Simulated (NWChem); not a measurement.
System: SnIF3; SMILES [F][Sn]([F])([F])[I]

NWChem printed, in part:

```
             Northwest Computational Chemistry Package (NWChem) 7.3.0
             --------------------------------------------------------

 C3V symmetry detected

                             Geometry "geometry" -> ""
                             -------------------------

 Output coordinates in angstroms (scale by  1.889725989 to convert to a.u.)

  No.       Tag          Charge          X              Y              Z
 ---- ---------------- ---------- -------------- -------------- --------------
    1 F                    9.0000     1.24571003     1.24571003    -1.66122480
    2 Sn                  50.0000     0.00000000     0.00000000    -0.91546780
    3 F                    9.0000     0.45596152    -1.70167154    -1.66122480
    4 F                    9.0000    -1.70167154     0.45596152    -1.66122480
    5 I                   53.0000     0.00000000     0.00000000     1.70993320

 Effective nuclear repulsion energy (a.u.)    1148.7899821167

      Symmetry information
      --------------------

 Group name             C3v
 Group number             17
 Group order               6
 No. of unique centers     3

                                 NWChem DFT Module
                                 -----------------

 Summary of "ao basis" -> "ao basis" (spherical)
 ------------------------------------------------------------------------------
       Tag                 Description            Shells   Functions and Types
 ---------------- ------------------------------  ------  ---------------------
 F                          def2-svp                 6       14   3s2p1d
 Sn                         def2-svp                10       26   4s4p2d
 I                          def2-svp                10       26   4s4p2d

      Symmetry analysis of basis
      --------------------------

        a1         30
        a2          4
        e          60

  Rotation of axis

            General Information
            -------------------
          SCF calculation type: DFT
          Wavefunction type:  closed shell.
          No. of atoms     :     5
          No. of electrons :    74
           Alpha electrons :    37
            Beta electrons :    37
          Charge           :     0
          Spin multiplicity:     1
          Use of symmetry is: on ; symmetry adaption is: on
          Maximum number of iterations: 150
          AO basis - number of functions:    94
                     number of shells:    38
          Convergence on energy requested:  1.00D-06
          Convergence on density requested:  1.00D-05
          Convergence on gradient requested:  5.00D-04

              XC Information
              --------------
                       MN15-L Method XC Functional
                        MN15-L Exchange Functional  1.000
                      MN15-L Correlation Potential  1.000

             Grid Information
             ----------------
          Grid used for XC integration:  medium
          Radial quadrature: Mura-Knowles
          Angular quadrature: Lebedev.
          Tag              B.-S. Rad. Rad. Pts. Rad. Cut. Ang. Pts.
          ---              ---------- --------- --------- ---------
          F                   0.50       49          10.0       434
          Sn                  1.45      123           9.0       590
          I                   1.40      123          10.0       590
          Grid pruning is: on
          Number of quadrature shells:   295
          Spatial weights used:  Erf1

      Superposition of Atomic Density Guess
      -------------------------------------

 Sum of atomic energies:        -894.10039698

      Non-variational initial energy
      ------------------------------

 Total energy =    -807.955053
 1-e energy   =   -2131.895048
 2-e energy   =     912.723667
 HOMO         =      -0.363589
 LUMO         =      -0.116868

      Symmetry analysis of molecular orbitals - initial
      -------------------------------------------------

  Numbering of irreducible representations:

     1 a1          2 a2          3 e

  Orbital symmetries:

     1 a1          2 e           3 e           4 a1          5 a1
     6 a1          7 e           8 e           9 a1         10 e
    11 e          12 a1         13 e          14 e          15 e
    16 e          17 a1         18 e          19 e          20 a1
    21 e          22 e          23 e          24 e          25 a1
    26 a1         27 e          28 e          29 a1         30 e
    31 e          32 a2         33 e          34 e          35 a1
    36 e          37 e          38 a1         39 e          40 e
    41 a1         42 a1         43 a1         44 e          45 e
    46 a1         47 e

     ---------------------------------------------
      Total Density - Mulliken Population Analysis
     ---------------------------------------------

    Atom       Charge   Shell Charges
 -----------   ------   -------------------------------------------------------
    1 F    9     9.69   1.99  1.15  0.81  3.52  2.22  0.00
    2 Sn  22    19.75   1.60  0.41  0.66  0.15  3.27  2.72  0.57  0.21  9.78  0.38
    3 F    9     9.69   1.99  1.15  0.81  3.52  2.22  0.00
    4 F    9     9.69   1.99  1.15  0.81  3.52  2.22  0.00
    5 I   25    25.17   1.83  0.22  1.23  0.68  2.93  3.12  2.52  2.64  9.82  0.19

   convergence    iter        energy       DeltaE   RMS-Dens  Diis-err
 ---------------- ----- ----------------- --------- --------- ---------
 d= 0,ls=0.0,diis     1   -809.2240151372 -1.22D+03  2.86D-02  1.83D+00
 d= 0,ls=0.0,diis     2   -808.7544061771  4.70D-01  1.89D-02  6.68D+00
 d= 0,ls=0.0,diis     3   -809.4033113896 -6.49D-01  3.46D-03  4.40D-02
 d= 0,ls=0.0,diis     4   -809.4048480691 -1.54D-03  2.04D-03  1.95D-02
 d= 0,ls=0.0,diis     5   -809.4082454977 -3.40D-03  3.32D-04  6.73D-04
  Resetting Diis
 d= 0,ls=0.0,diis     6   -809.4083635220 -1.18D-04  2.49D-05  5.29D-06
 d= 0,ls=0.0,diis     7   -809.4083639383 -4.16D-07  1.45D-05  3.94D-07
 d= 0,ls=0.0,diis     8   -809.4083639159  2.24D-08  7.86D-06  6.18D-07

         Total DFT energy =     -809.408363915917
      One electron energy =    -2129.990264191424
           Coulomb energy =      979.029097835559
    Exchange-Corr. energy =      -69.663525948552
 Nuclear repulsion energy =      411.216328388500

 Numeric. integr. density =       74.000002496636

                  Occupations of the irreducible representations
                  ----------------------------------------------

                     irrep           alpha         beta
                     --------     --------     --------
                     a1               12.0         12.0
                     a2                1.0          1.0
                     e                24.0         24.0

                       DFT Final Molecular Orbital Analysis
                       ------------------------------------

 Vector   35  Occ=2.000000D+00  E=-3.592689D-01  Symmetry=a1
              MO Center=  1.6D-14,  1.1D-14, -5.3D-02, r^2= 5.4D+00
   Bfn.  Coefficient  Atom+Function         Bfn.  Coefficient  Atom+Function
  ----- ------------  ---------------      ----- ------------  ---------------
    81      0.401317  5 I  pz                84      0.327114  5 I  pz
     6     -0.265927  1 F  pz                46     -0.265927  3 F  pz
    60     -0.265927  4 F  pz                 9      0.188453  1 F  pz
    49      0.188453  3 F  pz                63      0.188453  4 F  pz
    27     -0.178906  2 Sn pz                78     -0.166870  5 I  pz

 Vector   36  Occ=2.000000D+00  E=-2.989325D-01  Symmetry=e
              MO Center=  2.3D-03,  1.0D-02,  1.6D+00, r^2= 2.3D+00
   Bfn.  Coefficient  Atom+Function         Bfn.  Coefficient  Atom+Function
  ----- ------------  ---------------      ----- ------------  ---------------
    79      0.521778  5 I  px                82      0.468596  5 I  px
    80      0.286610  5 I  py                83      0.257398  5 I  py
    76     -0.215907  5 I  px                73     -0.173945  5 I  px
    77     -0.118597  5 I  py                74     -0.095547  5 I  py
     6      0.069053  1 F  pz                 9     -0.056522  1 F  pz

 Vector   37  Occ=2.000000D+00  E=-2.989325D-01  Symmetry=e
              MO Center= -2.3D-03, -1.0D-02,  1.6D+00, r^2= 2.3D+00
   Bfn.  Coefficient  Atom+Function         Bfn.  Coefficient  Atom+Function
  ----- ------------  ---------------      ----- ------------  ---------------
    80      0.521778  5 I  py                83      0.468596  5 I  py
    79     -0.286610  5 I  px                82     -0.257398  5 I  px
    77     -0.215907  5 I  py                74     -0.173945  5 I  py
    76      0.118597  5 I  px                73      0.095547  5 I  px
    46     -0.069846  3 F  pz                49      0.057171  3 F  pz

 Vector   38  Occ=0.000000D+00  E=-1.503193D-01  Symmetry=a1
              MO Center= -3.2D-15, -3.1D-16, -8.5D-02, r^2= 4.6D+00
   Bfn.  Coefficient  Atom+Function         Bfn.  Coefficient  Atom+Function
  ----- ------------  ---------------      ----- ------------  ---------------
    17      0.729278  2 Sn s                 18      0.603936  2 Sn s
    84      0.508741  5 I  pz                81      0.370582  5 I  pz
    16     -0.291250  2 Sn s                 15     -0.232511  2 Sn s
    71     -0.209734  5 I  s                 45      0.183909  3 F  py
    58      0.183909  4 F  px                48     -0.170025  3 F  py

 Vector   39  Occ=0.000000D+00  E=-1.724429D-02  Symmetry=e
              MO Center=  1.4D-01,  5.5D-02, -4.6D-01, r^2= 4.3D+00
   Bfn.  Coefficient  Atom+Function         Bfn.  Coefficient  Atom+Function
  ----- ------------  ---------------      ----- ------------  ---------------
    28      0.616451  2 Sn px                25      0.405595  2 Sn px
    29     -0.403204  2 Sn py                26     -0.265288  2 Sn py
    57      0.235305  4 F  s                 82     -0.188886  5 I  px
    43     -0.184603  3 F  s                 39     -0.165396  2 Sn d  1
    79     -0.159876  5 I  px                93      0.127866  5 I  d  1

 Vector   40  Occ=0.000000D+00  E=-1.724429D-02  Symmetry=e
              MO Center= -1.4D-01, -5.5D-02, -4.6D-01, r^2= 4.3D+00
   Bfn.  Coefficient  Atom+Function         Bfn.  Coefficient  Atom+Function
  ----- ------------  ---------------      ----- ------------  ---------------
    29      0.616451  2 Sn py                26      0.405595  2 Sn py
    28      0.403204  2 Sn px                25      0.265288  2 Sn px
     3     -0.242434  1 F  s                 83     -0.188886  5 I  py
    37      0.165396  2 Sn d -1              43      0.165126  3 F  s
    80     -0.159876  5 I  py                59      0.147937  4 F  py

     ---------------------------------------------
      Total Density - Mulliken Population Analysis
     ---------------------------------------------

    Atom       Charge   Shell Charges
 -----------   ------   -------------------------------------------------------
    1 F    9     9.44   1.99  1.14  0.84  3.26  2.21  0.00
    2 Sn  22    20.58   1.60  0.41  0.96  0.02  3.26  2.73  1.02  0.25  9.75  0.60
    3 F    9     9.44   1.99  1.14  0.84  3.26  2.21  0.00
    4 F    9     9.44   1.99  1.14  0.84  3.26  2.21  0.00
    5 I   25    25.10   1.82  0.22  1.33  0.60  2.94  3.10  2.55  2.52  9.76  0.26

     -------------------------------------------
      Total Density - Lowdin Population Analysis
     -------------------------------------------

    Atom       Charge   Shell Charges
 -----------   ------   -------------------------------------------------------
    1 F    9     9.31   1.98  1.05  0.80  3.15  2.32  0.00
    2 Sn  22    21.17   1.17  0.75  0.68  0.33  3.01  2.81  1.09  0.62  9.50  1.20
    3 F    9     9.31   1.98  1.05  0.80  3.15  2.32  0.00
    4 F    9     9.31   1.98  1.05  0.80  3.15  2.32  0.00
    5 I   25    24.91   1.25  0.73  1.05  0.81  2.78  3.16  2.45  2.66  9.45  0.58

     Multipole analysis of the density
     ---------------------------------

     L   x y z        total         alpha         beta         nuclear
     -   - - -        -----         -----         ----         -------
     0   0 0 0      0.000000    -37.000000    -37.000000     74.000000

     1   1 0 0      0.000000      0.000000      0.000000     -0.000000
     1   0 1 0      0.000000      0.000000      0.000000     -0.000000
     1   0 0 1      1.210393     21.623703     21.623703    -42.037014

     2   2 0 0    -52.114591   -100.868278   -100.868278    149.621965
     2   1 1 0      0.000000      0.000000      0.000000     -0.000000
     2   1 0 1      0.000000      0.000000      0.000000      0.000000
     2   0 2 0    -52.114591   -100.868278   -100.868278    149.621965
     2   0 1 1      0.000000      0.000000      0.000000      0.000000
     2   0 0 2    -49.468413   -321.213980   -321.213980    592.959547
```

Level: MN15-L/def2-SVP with def2 effective core potentials on Sn, I. Structure relaxed at the PBE0/def2-SVP level. def2 effective core potentials on Sn, I; no spin-orbit coupling.

**Question.** Which NWChem input produces such a log?

**Answer.** One answer among several that fit: the input that was run:
```
start job
memory heap 200 mb stack 900 mb global 1100 mb
geometry units angstroms noautoz
  F     -1.561660    -0.815356    -1.677716
  Sn     0.000000     0.000000    -0.931959
  F      0.074711     1.760115    -1.677716
  F      1.486949    -0.944759    -1.677716
  I      0.000000     0.000000     1.693442
end
basis spherical
  * library def2-svp
end
ecp
  Sn library def2-ecp
  I library def2-ecp
end
dft
  xc mn15-l
  iterations 150
  mulliken
end
task dft energy
```
